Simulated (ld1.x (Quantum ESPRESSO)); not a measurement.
## Zn (Z = 30), TM: configuration errors across variants

| Item | Value |
| --- | --- |
| Element | zinc (Zn) |
| Generator | ld1.x (Quantum ESPRESSO) 7.5 |
| Type | norm-conserving Troullier–Martins (Kleinman–Bylander form) |
| Functional | BP86 |
| Relativity | scalar-relativistic |
| Frozen core | [Ar] |
| Valence charge | 12 |
| Reference configuration | 3d10 4s2 4p0 |
| Partial waves | 4p (bound, empty): rc 2.95 bohr; 3d (bound): rc 1.05 bohr; 4s (bound): rc 1.60 bohr |
| Local potential | the s channel |
| Core correction | a·sin(br)/r model core, default radius (core density twice the valence density) |

All-electron excitation energies from the reference (eV): (1) 3d10 4s1 4p0 10.085; (2) 3d10 4s0 4p0 28.608; (3) 3d9 4s0 4p0 69.215; (4) 3d9 4s2 4p1 12.255; (5) 3d10 4s1 4p1 5.137; (6) 3d10 4s0 4p1 16.458; (7) 3d9 4s2 4p0 18.053.

The default core radius of the base comes out at 0.33 bohr.

Errors AE − PS in meV (a dash: test not solved or not reliable):

```csv
change,(1),(2),(3),(4),(5),(6),(7),bound ghosts
base,-8.4,-54,-423,-449,-1.3,-12,-406,none
core correction none,-5.3,-30,-318,-416,+0.6,0.0,-375,none
core correction a·sin(br)/r model core inside 0.52 bohr,-8.4,-55,-423,-449,-1.3,-12,-406,none
core correction a·sin(br)/r model core inside 0.74 bohr,-8.4,-54,-423,-448,-1.3,-11,-405,none
core correction a·sin(br)/r model core inside 1.04 bohr,-8.1,-53,-420,-440,-1.2,-11,-398,none
core correction a·sin(br)/r model core inside 1.20 bohr,-8.0,-52,-417,-434,-1.1,-11,-392,none
```

Task: Give the same row for: core correction a·sin(br)/r model core inside 0.90 bohr.

Result: -8.3, -54, -422, -444, -1.3, -11, -402; bound ghosts: none.
